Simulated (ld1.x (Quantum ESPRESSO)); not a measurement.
# u(r) = r·R(r): atom against pseudo-atom (C (Z = 6))

Columns: radius, all-electron u(r) and pseudo u(r) of the 2s shell (level -13.63 eV) of carbon in the configuration [He] 2s2 2p2; LDA (PZ), non-relativistic, TM scheme, ld1.x (Quantum ESPRESSO) 7.5.

| r (bohr) | all-electron | pseudo |
| --- | --- | --- |
| 0.120 | 0.3477 | -0.0812 |
| 0.240 | 0.2616 | -0.1656 |
| 0.360 | 0.0388 | -0.2562 |
| 0.480 | -0.1999 | -0.3553 |
| 0.600 | -0.4075 | -0.4622 |
| 0.720 | -0.5696 | -0.5715 |
| 0.840 | -0.6855 | -0.6720 |
| 0.960 | -0.7603 | -0.7505 |
| 1.080 | -0.8010 | -0.7978 |
| 1.200 | -0.8149 | -0.8146 |
| 1.320 | -0.8085 | -0.8085 |
| 1.440 | -0.7872 | -0.7872 |
| 1.560 | -0.7556 | -0.7556 |
| 1.680 | -0.7172 | -0.7172 |
| 1.800 | -0.6746 | -0.6746 |
| 1.920 | -0.6299 | -0.6299 |
| 2.040 | -0.5847 | -0.5847 |
| 2.160 | -0.5401 | -0.5401 |
| 2.280 | -0.4967 | -0.4967 |
| 2.400 | -0.4552 | -0.4552 |
| 2.520 | -0.4159 | -0.4159 |
| 2.640 | -0.3789 | -0.3789 |
| 2.760 | -0.3445 | -0.3445 |
| 2.880 | -0.3125 | -0.3125 |
| 3.000 | -0.2830 | -0.2830 |
| 3.120 | -0.2558 | -0.2558 |

How many radial nodes do the two functions have?

The all-electron 2s function has n − l − 1 = 1; the pseudo-wave has 0, since the states of the same l below it are removed with the core.

At about which radius was the pseudo-wave matched?

1.35 bohr. The columns agree to 0.0005 from 1.20 bohr on; several derivatives are matched, so the curves merge somewhat inside the radius.

Is the pseudo-wave norm-conserving?

Yes: the TM scheme keeps the norm inside the radius equal to the all-electron one, which fixes the energy derivative of the logarithmic derivative at the level.
